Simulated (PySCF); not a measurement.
Computed IR spectrum (relative IR intensity) of a molecule C2H6Cl2OSn. The structure is a stationary point at PBE-D3(BJ)/def2-SVP. The def2 effective core potentials stand for the cores of Sn; spin–orbit coupling is left out. Other conformers were not sampled. Computed with PySCF with PBE-D3(BJ)/def2-SVP. Frequencies are harmonic and unscaled.

ν (cm⁻¹): 86 (vw), 106 (vw), 117 (vw), 181 (w), 257 (w), 346 (w), 364 (m), 512 (w), 545 (m), 752 (m), 755 (m), 1064 (vs), 1375 (w), 1409 (w), 1429 (w), 2913 (s), 2987 (m), 3025 (w) (against the strongest line: vs over 80 %, s over 45 %, m over 15 %, w over 4 %, vw less)

Problem. Which structure fits?
A. C[CH2][Sn]([OH])([Cl])[Cl]
B. CC[O][SnH]([Cl])[Cl]
C. C[O][Sn]([CH3])([Cl])[Cl]

Solution. C, C[O][Sn]([CH3])([Cl])[Cl]
